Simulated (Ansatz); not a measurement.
Born–Oppenheimer molecular dynamics of FH₅O₂W (9 atoms, charge 0, multiplicity 1). It starts from a relaxed structure.

Method: Ansatz, RKS PBE/def2-SVP.

```
ensemble        : NVT, Langevin thermostat
time step       : 0.5 fs
steps asked     : 250
set temperature : 500 K
friction        : 0.001 /fs
seed            : 438116
```

First frame:

```xyz
9
Properties=species:S:1:pos:R:3
W -0.001 -0.106 0.099
F 0.188 -0.154 2.061
O 1.842 -0.342 0.069
H 2.620 -0.506 0.629
H 0.063 1.381 -0.696
O -1.826 0.003 0.421
H -2.514 -0.025 1.108
H -0.224 -1.379 -0.995
H -0.148 0.051 -1.642
```

Question: How far do the bonds stretch over the last three quarters of this one trajectory? (Pairs bonded in most of those frames.)

Answer: 
```
 bond  mean (Å)  spread (Å)  shortest  longest
W1–F2     1.950       0.027      1.90     1.99
W1–O3     1.867       0.016      1.85     1.90
W1–H5     1.714       0.014      1.68     1.74
W1–O6     1.864       0.042      1.79     1.93
W1–H8     1.687       0.011      1.66     1.71
W1–H9     1.750       0.030      1.67     1.80
O3–H4     0.975       0.023      0.94     1.01
O6–H7     0.975       0.030      0.93     1.02
```

Mean temperature of the second half: 294 K. The mean temperature of the second half is 41 % below the set value. A run of 0.12 ps of so small a system gives no equilibrium averages.

The run took 8.5 min on 2 threads of Arm Neoverse V1, on a shared host, peak memory 0.13 GiB.
